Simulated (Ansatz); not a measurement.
Isolated molecules relaxed with PBE0-D4/def2-TZVP in Ansatz; ΔE leaves out vibrations. CCSD(T)/CBS adds triple-zeta CCSD(T) − MP2 to the extrapolated MP2 energy (def2 sets, frozen cores). This one scheme is used for every species. DFT in def2-TZVPP. B3LYP here is the variant with VWN-RPA as its local correlation; programs differ in this. For Br outer-core shells are correlated without core-valence functions, which leaves a few kJ/mol of doubt a bond. Scalar relativity is left out up to krypton. Each species was taken in one conformer, which may not be the lowest.

Reaction (ligand exchange at the Si–Br bond): `Br[SiH]1CCO1` + H₂S → `S[SiH]1CCO1` + HBr

`Br[SiH]1CCO1`:

Z-matrix (Å, degrees):
```
Si
C 1 1.864
C 1 2.258 2 42.7
Br 1 2.216 2 116.5 3 111.0
O 1 1.655 2 82.7 3 -2.4
H 1 1.480 2 122.3 3 -117.2
H 2 1.090 1 116.0 3 113.1
H 2 1.088 1 117.5 3 -114.2
H 3 1.092 1 127.1 2 -94.7
H 3 1.092 1 122.7 2 97.1
```

H₂S:

Z-matrix (Å, degrees):
```
S
H 1 1.341
H 1 1.341 2 92.3
```

`S[SiH]1CCO1`:

Cartesian coordinates in Å:
```
S 2.318 -0.306 1.224
Si 0.500 0.539 0.511
C -0.140 -0.121 -1.117
C -1.315 -0.601 -0.238
O -0.912 -0.138 1.075
H 2.635 0.764 1.969
H 0.594 2.000 0.758
H 0.434 -0.921 -1.581
H -0.411 0.615 -1.873
H -1.432 -1.687 -0.222
H -2.271 -0.144 -0.506
```

HBr:

Z-matrix (Å, degrees):
```
Br
H 1 1.420
```

| level | ΔE (kJ/mol) | difference from CCSD(T)/CBS |
| --- | --- | --- |
| PBE0-D4 | 35.5 | -3.8 |
| B3LYP-D4 | 37.1 | -2.2 |
| ωB97M-V | 38.5 | -0.8 |
| B2PLYP | 38.6 | -0.7 |
| PBE | 33.9 | -5.4 |
| r2SCAN | 37.1 | -2.2 |
| HF/def2-TZVPP | 46.0 | 6.7 |
| SCS-MP2/def2-QZVPP | 40.5 | 1.2 |
| HF/CBS(def2) | 46.1 | 6.8 |
| MP2/CBS(def2) | 41.2 | 1.9 |
| CCSD(T)/CBS | 39.3 | 0 |

Largest T1 diagnostic among the species: 0.012.

In def2-TZVPP, CCSD(T) changes the Hartree–Fock value by −9.1 kJ/mol (the triples alone add −1.5 kJ/mol) and MP2 by −7.2 kJ/mol.
